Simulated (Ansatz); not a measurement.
An input meant for InH2(CN) (CH₂InN) (charge 0, singlet).

```yaml
crystal:
  periodic: [false, false, false]
  atoms:
    - {symbol: In, position_ang: [0.406326, 0.704655, 0.005106]}
    - {symbol: H, position_ang: [2.111149, 0.526406, 0.052954]}
    - {symbol: H, position_ang: [-0.599040, 2.093389, -0.028300]}
    - {symbol: C, position_ang: [-0.668082, -1.156225, -0.014590]}
    - {symbol: N, position_ang: [-1.250353, -2.168234, -0.015171]}
basis:
  gaussian: {orbitals: def2-TZVPP}
magnetization: {spin_polarized: true, initial_magnetization: 6}
hamiltonian: {xc: {name: wPBEh}}
scf: {lower_state_search: off}
output: {forces: true}
```

```sh
$ ansatz run in.yaml --threads 4 --pin off --events-out ev --progress --plain --max-ram 3916MiB
```

It prints (some lines left out):

```
Functional definition: wPBEh
934 factors; their error is unknown
74 factors; integrals over basis functions are off by at most 8.7e-7 eV
mean field evaluation 1: about -7702.2054 eV, gradient 4.3e1 eV
mean field evaluation 2: about -7586.0293 eV, gradient 1.2e2 eV
mean field evaluation 4: about -7708.5501 eV, gradient 3.0e1 eV
mean field evaluation 8: about -7713.3109 eV, gradient 4.8e-1 eV
mean field evaluation 16: about -7713.3735 eV, gradient 1.4e-2 eV
mean field evaluation 32: about -7713.9541 eV, gradient 8.4e-5 eV
mean field -7713.95411794 eV, -283.4825851284 hartree, gradient 2.5e-6 eV, S^2 12.010193; 0 other end points of the search recorded, 0 dependent functions left out
reference -7713.95417856 eV, -283.4825873563 hartree; 21, 15 occupied and 119, 125 virtual orbitals, 934 factors
Total energy: -7713.95417856 eV, -283.4825873563 hartree
Atom 0 at     0.406326     0.704655     0.005106 Å, force    -1.180504    -2.051820    -0.039714 eV/Å
Atom 1 at     2.111149     0.526406     0.052954 Å, force     4.514477    -0.707153     0.132727 eV/Å
Atom 2 at    -0.599040     2.093389    -0.028300 Å, force    -2.868804     3.563582    -0.088642 eV/Å
Atom 3 at    -0.668082    -1.156225    -0.014590 Å, force     6.704735    11.658178     0.004355 eV/Å
Atom 4 at    -1.250353    -2.168234    -0.015171 Å, force    -7.169904   -12.462786    -0.008727 eV/Å
Dipole moment:     0.267855     0.464313     0.005642 e Å
Checks for a lower state left out: stability, starts, cluster_reference, orbital_swaps, neighbouring_geometries, increment
```

(1) What is wrong with this run?

Results:

(1) The spin is set far too high (6 unpaired electrons typed, 0 in the singlet as meant). The run converged. The result belongs to that input, not to the species as meant.
